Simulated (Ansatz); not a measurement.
`N=C[SeH]` and `[AlH2]/[N]=C\[SeH]` differ in one atom or group.

Ansatz, PBE0-D4/def2-TZVP geometries, multiplicity 1. Each molecule was computed in one conformer, which needn't be the lowest.

Scalar relativity is left out up to krypton.

```csv
property,`N=C[SeH]`
HOMO–LUMO gap (PBE0/def2-TZVPP) / eV,6.57
size of the dipole moment (B3LYP/def2-TZVPP) / D,2.53
HOMO–LUMO gap (B3LYP/def2-TZVPP) / eV,6.10
size of the dipole moment (ωB97M-V/def2-TZVPP) / D,2.60
HOMO–LUMO gap (PBE/def2-TZVPP) / eV,4.43
LUMO energy (PBE0/def2-TZVPP) / eV,-0.46
```

Problem. Give the same properties after the change, and the shifts. (Best estimate.)

Solution. The calculation gave: 
| property | `[AlH2]/[N]=C\[SeH]` | shift |
| --- | --- | --- |
| HOMO–LUMO gap (PBE0/def2-TZVPP) / eV | 5.92 | -0.65 |
| size of the dipole moment (B3LYP/def2-TZVPP) / D | 1.50 | -1.03 |
| HOMO–LUMO gap (B3LYP/def2-TZVPP) / eV | 5.52 | -0.58 |
| size of the dipole moment (ωB97M-V/def2-TZVPP) / D | 1.51 | -1.09 |
| HOMO–LUMO gap (PBE/def2-TZVPP) / eV | 3.90 | -0.53 |
| LUMO energy (PBE0/def2-TZVPP) / eV | -1.03 | -0.57 |

With PBE0 the HOMO rises by 0.07 eV and the LUMO falls by 0.57 eV, so the gap narrows by about 0.64 eV. PBE moves the HOMO by 0.13 eV and ωB97M-V by 0.03 eV. The zero-point energy changes by 8.6 kJ/mol with +6 modes. Dipoles are sizes alone; their direction can turn.

B3LYP here is the variant with VWN-RPA as its local correlation; programs differ in this.

Spin–orbit coupling is left out; it splits and shifts lone-pair levels of the heavy atoms by tenths of an eV.
